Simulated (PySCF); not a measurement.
**`[C@@H]1(F)[C@H](C)[GeH2][CH2]C1`, C5H11FGe**

Molfile (atoms numbered from 1):
```
C5H11FGe
     RDKit          3D

 18 18  0  0  0  0  0  0  0  0999 V2000
    2.2586   -0.2005   -0.3197 C   0  0  0  0  0  0  0  0  0  0  0  0
    0.8904   -0.1568    0.3409 C   0  0  2  0  0  0  0  0  0  0  0  0
   -0.4569   -1.4969   -0.2580 Ge  0  0  0  0  0  4  0  0  0  0  0  0
   -1.9643   -0.2374    0.0448 C   0  0  0  0  0  0  0  0  0  0  0  0
   -1.2867    1.0255    0.5886 C   0  0  0  0  0  0  0  0  0  0  0  0
    0.1170    1.1101    0.0017 C   0  0  2  0  0  0  0  0  0  0  0  0
   -0.0142    1.1455   -1.3837 F   0  0  0  0  0  0  0  0  0  0  0  0
    2.1544   -0.1253   -1.4001 H   0  0  0  0  0  0  0  0  0  0  0  0
    2.8835    0.6236    0.0255 H   0  0  0  0  0  0  0  0  0  0  0  0
    2.7605   -1.1377   -0.0866 H   0  0  0  0  0  0  0  0  0  0  0  0
    1.0080   -0.1944    1.4274 H   0  0  0  0  0  0  0  0  0  0  0  0
   -0.2720   -1.9066   -1.6894 H   0  0  0  0  0  0  0  0  0  0  0  0
   -0.4935   -2.7560    0.5710 H   0  0  0  0  0  0  0  0  0  0  0  0
   -2.4601   -0.0147   -0.8989 H   0  0  0  0  0  0  0  0  0  0  0  0
   -2.7219   -0.6039    0.7345 H   0  0  0  0  0  0  0  0  0  0  0  0
   -1.1930    0.9786    1.6745 H   0  0  0  0  0  0  0  0  0  0  0  0
   -1.8561    1.9203    0.3321 H   0  0  0  0  0  0  0  0  0  0  0  0
    0.6378    2.0328    0.2839 H   0  0  0  0  0  0  0  0  0  0  0  0
  1  2  1  0
  2  3  1  0
  3  4  1  0
  4  5  1  0
  5  6  1  0
  6  7  1  0
  6  2  1  0
  1  8  1  0
  1  9  1  0
  1 10  1  0
  2 11  1  1
  3 12  1  0
  3 13  1  0
  4 14  1  0
  4 15  1  0
  5 16  1  0
  5 17  1  0
  6 18  1  1
M  END
```

The calculation used TDDFT B3LYP/def2-SVPD circular dichroism and optical rotation, one conformer, gas phase in PySCF. Geometry: GFN2-xTB.

The calculation is non-relativistic, which matters for the atoms heavier than Zn. States above about 7.5 eV (minus the energy of the highest occupied orbital) lie near or above the ionisation threshold and depend on the basis.

(1) Draw the ECD and absorption spectra from the lowest 12 states, each a Gaussian of half-width 0.3 eV at 1/e height.

## Answers

(1) 
| E (eV) | λ (nm) | Δε (L mol⁻¹ cm⁻¹) | ε (L mol⁻¹ cm⁻¹) |
| --- | --- | --- | --- |
| 6.35 | 195 | -0.07 | 16.7 |
| 6.45 | 192 | -0.17 | 59.1 |
| 6.55 | 189 | -0.32 | 176 |
| 6.65 | 187 | -0.44 | 437 |
| 6.75 | 184 | -0.37 | 901 |
| 6.85 | 181 | -0.03 | 1530 |
| 6.95 | 178 | +0.33 | 2160 |
| 7.05 | 176 | +0.11 | 2610 |
| 7.15 | 173 | -1.26 | 2940 |
| 7.25 | 171 | -3.67 | 3590 |
| 7.35 | 169 | -6.24 | 5140 |
| 7.45 | 166 | -8.19 | 7840 |
| 7.55 | 164 | -10.18 | 11200 |
| 7.65 | 162 | -13.80 | 13900 |
| 7.75 | 160 | -19.32 | 14700 |
| 7.85 | 158 | -24.37 | 13400 |
| 7.95 | 156 | -25.57 | 10900 |
| 8.05 | 154 | -21.16 | 8410 |
| 8.15 | 152 | -12.17 | 6690 |

Δε uses R in velocity form, ε uses f in length form. Only the states computed contribute, so the short-wavelength end is incomplete.
